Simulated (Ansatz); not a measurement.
`C#C[Si](F)(C#C)C#C`, 11 atoms. Total charge 0; spin multiplicity 1. All runs use 4 threads of an AMD EPYC 9R45 on a shared host. Correlated methods freeze the cores.

How many basis functions does each run have, and how long does it take in Ansatz? RHF-MP2/def2-QZVPP energy; RKS PBE0-D4/def2-QZVPP energy; RKS BLYP-D4/def2-TZVPP energy; RKS B97M-V/def2-TZVPP energy; RKS ωB97M-V/def2-QZVPP energy; RKS PBE-QIDH (frozen core)/def2-TZVPP energy; RKS r2SCAN0-D4/def2-TZVPP energy; RKS PBE0-D4/def2-TZVP relaxation (6 steps); RKS PBE0-D4/def2-SVP energy; RKS ωB97M-V/def2-SVP energy; RHF-CCSD(T)/def2-TZVPP energy; direct RPA on PBE orbitals/def2-TZVPP energy. (An estimate is asked.)

The calculation gave: Other jobs shared the machine, so times are rough.

```csv
level,job,functions,wall time,peak host memory (GiB)
RKS PBE0-D4/def2-SVP,energy,131,0.65 s,0.69
RKS BLYP-D4/def2-TZVPP,energy,301,1.5 s,0.46
RKS ωB97M-V/def2-SVP,energy,131,2 s,0.69
RKS r2SCAN0-D4/def2-TZVPP,energy,301,2.8 s,0.96
direct RPA on PBE orbitals/def2-TZVPP,energy,301,3.4 s,0.85
RKS PBE-QIDH (frozen core)/def2-TZVPP,energy,301,3.8 s,0.94
RKS B97M-V/def2-TZVPP,energy,301,4.4 s,0.56
RKS PBE0-D4/def2-QZVPP,energy,559,5 s,2.3
RKS ωB97M-V/def2-QZVPP,energy,559,11 s,2.8
RHF-MP2/def2-QZVPP,energy,559,15 s,4
RKS PBE0-D4/def2-TZVP,relaxation (6 steps),272,22 s,0.91
RHF-CCSD(T)/def2-TZVPP,energy,301,5.6 min,4.4
```
